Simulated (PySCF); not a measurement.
## N+ (nitrogen, charge +1): UHF calculation

Configuration: [He] 2s2 2p2, high-spin 3P determinant. Computed with PySCF 2.14 in aug-cc-pwCVDZ (5s4p2d, 27 functions), with no relativity, point nucleus.

- Total energy: -53.881662 hartree
- One-electron energy: -70.0221 hartree
- Hartree (Coulomb) energy: 22.3466 hartree
- Exchange energy: -6.2061 hartree
- Kinetic energy: 53.86765 hartree
- ⟨S²⟩: 2.0066
- ⟨L²⟩: 2.011
- Sum of ⟨r⟩: 5.472 bohr
- Sum of ⟨r²⟩: 7.864 bohr²
- Traceless quadrupole moment −½Σ⟨3z² − r²⟩ along its main axis: 0.783 e·bohr²
- Density at the nucleus (Gaussians lack the cusp): 199 bohr⁻³
- Spin density at the nucleus: -0.0309 bohr⁻³
- Langevin diamagnetic susceptibility: -6.23 ×10⁻⁶ cm³/mol

```
shell  electrons  mean orbital energy (hartree)  rms radius, mean of both spins (bohr)
 1s α          1                      -16.32628                                  0.265
 1s β          1                      -16.25306                                  0.265
 2s α          1                       -1.62449                                   1.38
 2s β          1                       -1.30854                                   1.38
 2p α          2                       -1.11443                                   1.40
```

Spin-orbit constants ζ (cm⁻¹) from the X2C one-electron operator on these orbitals (non-relativistic here): bare nucleus, nucleus screened by l(l+1)(2l+1)/3 electrons, and screened by the Breit-Pauli mean field of the electrons.

```
shell   bare  screened nucleus  mean field
   2p  149.2             106.6       87.98
```

To first order the Landé constant is A = 43.99 cm⁻¹, so the lowest level has J = 0 and lies 0.0109 eV below the centre of the term. This holds in LS coupling only.
